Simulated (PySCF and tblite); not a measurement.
Values are calculated unless marked as measured or tabulated.
C3H10Si, numbered as in [CH3:1][CH2:2][SiH2:3][CH3:4]. Geometries PBE0-D3(BJ)/def2-SVP; weights from PBE0-D3(BJ)/def2-TZVP energies and GFN2-xTB thermal corrections, with symmetry numbers and mirror pairs. Conformers within 4 kcal/mol (GFN2-xTB free energy) were kept, 5 at most. GIAO shieldings: PBE0/pcSseg-1. Shifts are against TMS (¹H), TMS (¹³C), TMS (²⁹Si) at the same level. Run with PySCF (density fitting) and tblite.

Torsions listed: C1–C2–Si3–C4. Of a mirror pair one member is shown.

```csv
conformer,shape,point group,mirror pair,ΔE(DFT),Δ(G−E) at 200 K,δ Si3 (ppm)
1,180°,Cs,no,0.00,0.00,-31.2
2,60°,C1,yes,0.01,0.00,-34.5
```

Energies in kcal/mol; the thermal term leaves out symmetry numbers and mirror images.

Problem. Work out the weights at 200 K and the ²⁹Si shift of Si3 under fast exchange.

Solution. RT = 0.397 kcal/mol. Each conformer gets RT ln(σ/g), with σ the rotational symmetry number and g = 2 for a mirror pair: 1: σ = 1, g = 1, G = 0.00 + 0.00 + 0.00 = 0.00, 0.27 above the lowest, exp(−ΔG/RT) = 0.503; 2: σ = 1, g = 2, G = 0.01 + 0.00 − 0.28 = -0.27, 0.00 above the lowest, exp(−ΔG/RT) = 1.000. The sum is 1.503, so the weights are 33.5, 66.5 %. The averaged shift is -33.4 ppm. At 298.15 K it is -33.4 ppm. At 298.15 K the leading conformer alone gives -34.5 ppm and bare DFT energies give -32.8 ppm.

Unscaled ²⁹Si shifts at such levels can be off by tens of ppm; differences between conformers or isomers are more reliable.
